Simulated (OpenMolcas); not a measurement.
# OpenMolcas run: Br5+

Input:

```
&GATEWAY
Coord
1

Br 0.0 0.0 0.0
Basis=ANO-R1
Group=XYZ
NoMove
AngMom=0.0 0.0 0.0
AMFI
&SEWARD
&RASSCF
FileOrb=start.orb
Symmetry=1
Spin=3
nActEl=2 0 0
Inactive=8 6
Ras2=1 3
CIRoot=3 3 1
SDav=3
CIMx=300
Iter=120 100
PrWF=0.3
OrbListing=Nothing
MaxOrb=0
Atom
>>> COPY $Project.JobIph JOB001
&RASSCF
FileOrb=start.orb
Symmetry=1
Spin=1
nActEl=2 0 0
Inactive=8 6
Ras2=1 3
CIRoot=7 7 1
SDav=7
CIMx=300
Iter=120 100
PrWF=0.3
OrbListing=Nothing
MaxOrb=0
Atom
>>> COPY $Project.JobIph JOB002
&RASSCF
FileOrb=start.orb
Symmetry=2
Spin=3
nActEl=2 0 0
Inactive=8 6
Ras2=1 3
CIRoot=3 3 1
SDav=3
CIMx=300
Iter=120 100
PrWF=0.3
OrbListing=Nothing
MaxOrb=0
Atom
>>> COPY $Project.JobIph JOB003
&RASSCF
FileOrb=start.orb
Symmetry=2
Spin=1
nActEl=2 0 0
Inactive=8 6
Ras2=1 3
CIRoot=3 3 1
SDav=3
CIMx=300
Iter=120 100
PrWF=0.3
OrbListing=Nothing
MaxOrb=0
Atom
>>> COPY $Project.JobIph JOB004
&RASSI
NrOfJobIphs=4 3 7 3 3
1 2 3
1 2 3 4 5 6 7
1 2 3
1 2 3
IphNames
JOB001
JOB002
JOB003
JOB004
EJob
SpinOrbit
DIPRint=1.0
SOCoupling=1000.0
Subsets=2
MEES
Property=10
'ANGMOM' 1 'ANGMOM' 2 'ANGMOM' 3 'MLTPL  1' 1 'MLTPL  1' 2 'MLTPL  1' 3
'AMFI' 1 'AMFI' 2 'AMFI' 3 'MLTPL  2' 6
SOProperty=3
'ANGMOM' 1 'ANGMOM' 2 'ANGMOM' 3
```

A driver script runs the steps one by one and writes start.orb anew before each from the orbitals found so far.

Output, cut to the results:

```
--- SEWARD ---
Basis set label: BR.ANO-R...5S4P3D1F.

      Electronic valence basis set:
      ------------------
      Associated Effective Charge  35.000000 au
      Associated Actual Charge     35.000000 au
      Nuclear Model: Finite nucleus - Gaussian distribution
        Gaussian exponent, Xi/bohr**(-2):  2.43055E+08

      Shell  nPrim  nBasis  Cartesian Spherical Contaminant
         s      21       5        X
         p      15       4        X
         d       9       3                 X
         f       7       1                 X
                  Relativistic X2C integrals
                  Atomic mean-field integrals
--- RASSCF ---
Wave function specifications:
      -----------------------------

      Number of closed shell electrons          28
      Number of electrons in active shells       2
      Max number of holes in RAS1 space          0
      Max nr of electrons in RAS3 space          0
      Number of inactive orbitals               14
      Number of active orbitals                  4
      Number of secondary orbitals              21
      Spin quantum number                      1.0
      State symmetry                             1
Orbital specifications:
      -----------------------

      Symmetry species                           1   2
                                                ag  au
      Frozen orbitals                            0   0
      Inactive orbitals                          8   6
      Active orbitals                            1   3
      RAS1 orbitals                              0   0
      RAS2 orbitals                              1   3
      RAS3 orbitals                              0   0
      Secondary orbitals                        11  10
      Deleted orbitals                           0   0
      Number of basis functions                 20  19
      Number of CSFs                             3
      Number of root(s) required                 3
      Iter CI   SX   CI       RASSCF       Energy    max ROT     max BLB   max BLB  Level Ln srch  Step   QN
          iter iter root      energy       change     param      element    value   shift minimum  type update
 Nr of preliminary CI iterations:   1
 ###############################################################################
 ###############################################################################
 ###                                                                         ###
 ###                                                                         ###
 ###    WARNING: Problems in orbital optimization.                           ###
 ###                                                                         ###
 ###                                                                         ###
 ###############################################################################
 ###############################################################################
  Warning: In symmetry  1, orbital p=   9 has diagonal density matrix element D(p,p) close to zero. D(p,p)=  0.000000E+00
      Total energies have been shifted. Add                -2000.00 au
        ...
 ###############################################################################
 ###############################################################################
  Warning: In symmetry  1, orbital p=   9 has diagonal density matrix element D(p,p) close to zero. D(p,p)=  0.000000E+00
        4   1    1    0  -597.14717738    1.82E-12   0.00E+00    1   9 1  8.62E-08   0.50   0.00    SX    NO
      Convergence after  4 iterations
        5   1    1    0  -597.14717738   -9.09E-13   0.00E+00    1   9 1  8.62E-08   0.50   0.00    SX    NO
      Natural orbitals and occupation numbers for root  1
      sym 1:   0.000000
      sym 2:   1.000000   1.000000   0.000000
      Natural orbitals and occupation numbers for root  2
      sym 1:   0.000000
      sym 2:   0.000000   1.000000   1.000000
      Natural orbitals and occupation numbers for root  3
      sym 1:   0.000000
      sym 2:   1.000000   0.000000   1.000000
::    RASSCF root number  1 Total energy:  -2597.14717738
::    RASSCF root number  2 Total energy:  -2597.14717738
::    RASSCF root number  3 Total energy:  -2597.14717738
--- RASSCF ---
Wave function specifications:
      -----------------------------

      Number of closed shell electrons          28
      Number of electrons in active shells       2
      Max number of holes in RAS1 space          0
...
--- RASSI ---
SPIN-FREE ENERGIES:
  (Shifted by EMIN (a.u.) =      -2598.2104381416)

 SF State       Relative EMIN(au)   Rel lowest level(eV)    D:o, cm**(-1)      L_eff

     4             0.0000000000        0.0000000000              0.0000         0.0
    11             0.4526872466       12.3182475168          99353.3666         1.0
    12             0.4526872466       12.3182475168          99353.3666         1.0
    13             0.4526872466       12.3182475168          99353.3666         1.0
    14             0.7057494276       19.2044202671         154894.0955         1.0
    15             0.7057494276       19.2044202671         154894.0955         1.0
    16             0.7057494276       19.2044202671         154894.0955         1.0
     2             1.0632607650       28.9327993568         233358.7644         1.0
     3             1.0632607650       28.9327993568         233358.7644         1.0
     1             1.0632607650       28.9327993568         233358.7644         1.0
     8             1.1325402624       30.8179905182         248563.8566         2.0
     9             1.1325402624       30.8179905182         248563.8566         2.0
     5             1.1325402624       30.8179905182         248563.8566         2.0
     6             1.1325402624       30.8179905182         248563.8566         2.0
     7             1.1325402624       30.8179905182         248563.8566         2.0
    10             1.2749479368       34.6931007529         279818.7284         0.0
     Dipole printing threshold changed to   1.00000000E+00

++ Dipole transition strengths (spin-free states):
   -----------------------------------------------
     for osc. strength at least  1.00000000E+00

  ( Max oscillator strength is only   0.66718740761672302      )
--
Eigenvalues of complex Hamiltonian:
   -----------------------------------
  (Shifted by EMIN (a.u.) =      -2598.2104381416)

...
```

Levels above the lowest, from the spin-orbit matrix, grouped by J:

```csv
Configuration,Term,J,E (cm-1),Measured (cm-1),g,Term weight %
4s2,1S,0,0.0,0.0,,100
4s 4p,3P*,0,95171,104316,,100
4s 4p,3P*,1,97120,106431,1.500,100
4s 4p,3P*,2,101451,111336,1.501,100
4s 4p,1P*,1,155044,151274,1.001,100
4p2,3P,0,228597,244136,,99
4p2,3P,1,231298,247406,1.501,100
4p2,3P,2,234814,253892,1.480,96
4p2,1D,2,249183,,1.021,96
4p2,1S,0,280463,,,99
```

Against the 7 measured excited levels shown (Moore, Atomic Energy Levels, vol. II, NSRDS-NBS 35 (1971 reprint of NBS Circular 467, 1952)) the mean absolute deviation is 12000 cm-1; the largest miss in energy is 4p2 3P2: computed 234814, measured 253892 cm-1 (-7.5 %).

The ¹D term of p² mixes with s d, which this space lacks. The basis is small and was not contracted for so high a charge. Measured partners are found by configuration, term and J. A level has none where our copy of the source lacks it or the pairing is in doubt (some pairs that miss far off the trend of their configuration count as doubtful), and it then counts in no deviation. Only configurations of the active space appear.

The term weight is that of the spin-free term in the level, not the purity of its configuration. * marks odd parity.
